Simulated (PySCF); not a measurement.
PySCF 2.14 output of a UHF calculation on a single atom or ion in cc-pVDZ-DK (3s2p1d, 14 functions), with scalar relativity by spin-free X2C-1e:

```
SCF conv_tol = 1e-09
number electrons alpha = 2  beta = 2
cycle= 1 E= -24.2413911121853  delta_E= 7.11e-15  |g|= 1.2e-11  |ddm|= 6.86e-10
converged SCF energy = -24.2413911121853  <S^2> = 1.3100632e-14  2S+1 = 1
```

The run itself started from symmetry-adapted Hartree-Fock orbitals and held the occupation by maximum overlap, so the iterations belong to that start.

Q: Which element, charge and spin multiplicity is this?

A: B⁺ (boron, charge +1), multiplicity 1; the state was [He] 2s2, closed-shell 1S.
